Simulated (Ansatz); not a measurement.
`[NH2][SnH2][Br]` + `FC(F)(Cl)C[SiH3]` → `[NH2][SnH2][CH2][SiH3]` + `FC(F)(Cl)Br`  (formal exchange of groups at the Sn–Br bond)

Calculated with Ansatz (gas phase, PBE0-D4/def2-TZVP geometries, no zero-point term in ΔE). CCSD(T)/CBS is the MP2 limit (def2-TZVPP, def2-QZVPP) plus CCSD(T) − MP2 in def2-TZVPP, frozen cores. DFT in def2-TZVPP. def2 core potentials past Kr. For Br, Sn outer-core shells are correlated without core-valence functions, which leaves a few kJ/mol of doubt a bond. Scalar relativity is left out up to krypton. One conformer a species, not always the lowest.

```json
{"species": "`[NH2][SnH2][Br]`", "B2PLYP energy (Eh)": "-2845.03989"}
{"species": "`FC(F)(Cl)C[SiH3]`", "B2PLYP energy (Eh)": "-1028.31455"}
{"species": "`[NH2][SnH2][CH2][SiH3]`", "B2PLYP energy (Eh)": "-601.68252"}
{"species": "`FC(F)(Cl)Br`", "B2PLYP energy (Eh)": "-3271.60452"}
```

(1) Work out ΔE.

Largest T1 diagnostic among the species: 0.012.

Answers

(1) ΔE = (-601.68252) + (-3271.60452) − (-2845.03989) − (-1028.31455) = 0.06740 Eh = +42.3 kcal/mol. CCSD(T)/CBS gives +41.9 kcal/mol.

In def2-TZVPP, CCSD(T) changes the Hartree–Fock value by −11.1 kcal/mol (the triples alone add −1.6 kcal/mol) and MP2 by −11.6 kcal/mol. From PBE to PBE0 (25 % exact exchange), in def2-TZVPP and without D4, ΔE moves by +3.1 kcal/mol.
